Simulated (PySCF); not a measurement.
# Multinuclear NMR of C6H7F3O3

Geometry:
| atom | x (Å) | y (Å) | z (Å) |
| --- | --- | --- | --- |
| C1 | 1.555 | -1.263 | 0.170 |
| C2 | 0.582 | -0.142 | 0.307 |
| C3 | 1.219 | 1.229 | 0.418 |
| O4 | 1.711 | 1.652 | -0.823 |
| C5 | -0.741 | -0.305 | 0.288 |
| O6 | -1.681 | 0.722 | 0.414 |
| C7 | -1.742 | 1.670 | -0.516 |
| O8 | -1.034 | 1.785 | -1.470 |
| C9 | -1.416 | -1.655 | 0.165 |
| F10 | -2.741 | -1.563 | 0.277 |
| F11 | -1.004 | -2.521 | 1.105 |
| F12 | -1.171 | -2.249 | -1.018 |
| H13 | 1.955 | -1.512 | 1.152 |
| H14 | 1.122 | -2.157 | -0.265 |
| H15 | 2.381 | -0.923 | -0.452 |
| H16 | 0.513 | 1.957 | 0.841 |
| H17 | 2.086 | 1.162 | 1.081 |
| H18 | 0.962 | 1.770 | -1.428 |
| H19 | -2.566 | 2.351 | -0.255 |

[PySCF 2.14: GFN2-xTB geometry; GIAO PBE0/pcSseg-1 shieldings; a single conformation; no solvent; relativity neglected; averaged over atoms made equivalent by symmetry, fast rotation or ring inversion]

**Question.** Where does ¹⁹F resonate?

**Answer.** 
| atoms | environment | σ (ppm) | δ (ppm) |
| --- | --- | --- | --- |
| F10/F11/F12 | fluorine of a CF3 group | 247.2 | -62.4 |

Shieldings were converted by a linear fit to measured shifts: ¹⁹F (scatter 6.0 ppm rms, 7.0 ppm with the 5 outliers that the fit left out vs CFCl3, solution or neat liquid, with a term for F on sp3 carbon). Occasional misses reach two or three times the rms, and more in compound classes unlike the fitted ones.

On a 400 MHz spectrometer ¹⁹F resonates near 376.4 MHz, so 1 ppm is 376.4 Hz.

**Question.** Where does ¹⁷O resonate?

**Answer.** 
```json
{"atoms": "O8", "environment": "ester carbonyl oxygen", "σ (ppm)": "-87.3", "δ (ppm)": "346.2"}
{"atoms": "O6", "environment": "ester alkoxy oxygen", "σ (ppm)": "86.9", "δ (ppm)": "187.5"}
{"atoms": "O4", "environment": "alcohol oxygen", "σ (ppm)": "317.0", "δ (ppm)": "-22.1"}
```

Shieldings were converted by a linear fit to measured shifts: ¹⁷O: δ = 266.70 − 0.911σ (rms 10.7 ppm, 155 shifts, 12.2 ppm with the 3 outliers that the fit left out vs liquid water, solution or neat liquid). Occasional misses reach two or three times the rms, and more in compound classes unlike the fitted ones.

On a 500 MHz spectrometer ¹⁷O resonates near 67.8 MHz, so 1 ppm is 67.8 Hz.
